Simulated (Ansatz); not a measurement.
A nudged elastic band was laid between two geometries of CH7GeNOSi (12 atoms, charge 0, multiplicity 1).

Computed with Ansatz, RKS B3LYP-D4/def2-SVP.

```
movable images  : 4
climbing image  : no
spring          : 5.0 eV/Å²
optimiser       : quadratic models (default)
start path      : IDPP
force threshold : 0.03 eV/Å
iteration limit : 60
end points      : relaxed
```

First end point:

```xyz
12
Properties=species:S:1:pos:R:3
C -1.603 0.199 1.181
Si 0.038 -0.618 0.765
N 1.378 0.372 0.275
Ge 1.052 -0.561 -1.323
O 0.596 0.475 -2.717
H -1.554 0.658 2.184
H -2.416 -0.546 1.194
H -1.855 0.987 0.455
H 0.285 -1.722 1.747
H 2.064 0.996 0.689
H 2.237 -1.354 -1.901
H -0.147 1.059 -2.516
```

Last end point:

```xyz
12
Properties=species:S:1:pos:R:3
C -1.819 0.017 0.835
Si -0.214 -0.865 0.411
N 1.296 -0.042 0.657
Ge 1.290 -0.171 -1.217
O 1.301 1.405 -2.077
H -1.807 1.062 0.491
H -1.973 0.017 1.929
H -2.678 -0.499 0.376
H -0.327 -2.296 0.838
H 1.918 0.208 1.421
H 2.495 -0.883 -1.855
H 0.594 1.991 -1.775
```

Task: What changes between the two ends?

Result: No bond is made or broken. The dihedral H8–C1–Si2–Ge4 goes from -20 to 101°. The two ends are copies of one structure, up to a mirror image or an exchange of like atoms.

Task: What energy profile does the band end with?

Result: The forces met the threshold. The highest image is number 2 of 0 to 5, 0.049 eV above the ends, which have the same energy within 2 meV. No image climbed, so the highest image needn't sit at the top of the path.

```tsv
image	path coordinate (Å)	energy (eV)	dihedral H8–C1–Si2–Ge4 (°)
0	0.00	0.000	-20
1	0.71	0.019	4
2	1.42	0.049	28
3	2.13	0.048	52
4	2.84	0.017	77
5	3.54	0.000	101
```

Task: What is the geometry of the highest image?

Result: 
```xyz
12
Properties=species:S:1:pos:R:3
C -1.754 0.057 0.975
Si -0.130 -0.812 0.554
N 1.333 0.125 0.539
Ge 1.203 -0.310 -1.281
O 1.041 1.107 -2.372
H -1.547 0.913 1.638
H -2.453 -0.622 1.488
H -2.251 0.448 0.074
H -0.100 -2.156 1.213
H 1.990 0.528 1.201
H 2.405 -1.044 -1.903
H 0.340 1.711 -2.092
```

The band took 4 iterations and roughly 2.3 core-minutes.

The run took 70 s on 2 threads of Intel(R) Xeon(R) CPU @ 2.60GHz (Ice Lake), with other jobs on the host, peak memory 0.36 GiB.
